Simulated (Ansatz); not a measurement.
The cluster GeCl2, relaxed as a singlet with RKS B3LYP-D4/def2-TZVP in Ansatz, starting from the GFN1-xTB geometry. Force threshold 0.02 eV/Å.

The structure comes from a short search, and lower isomers may exist.

Start:

```xyz
3

Ge    0.6684    0.2254   -0.6223
Cl   -0.4230   -1.6221   -0.3314
Cl   -0.2454    1.3967    0.9537
```

```json
{"step": "1", "energy (eV)": "-81568.9175", "largest force component (eV/Å)": "0.550", "SCF passes": "15"}
{"step": "2", "energy (eV)": "-81568.9425", "largest force component (eV/Å)": "0.145", "SCF passes": "20"}
{"step": "3", "energy (eV)": "-81568.9441", "largest force component (eV/Å)": "0.005", "SCF passes": "19"}
```

Force components are those of the run's own axes.

End:

Cartesian coordinates in Å:
```
Ge 0.668 0.225 -0.621
Cl -0.426 -1.670 -0.352
Cl -0.242 1.445 0.974
```

By distances, no bond broke or formed. The bond that changes most is Ge1–Cl2, from 2.17 to 2.20 Å (atoms count from 1).

No frequencies were taken in this run, so the end may be a saddle point.

It took 2.6 s on 4 threads of Arm Neoverse V2 on a shared host.
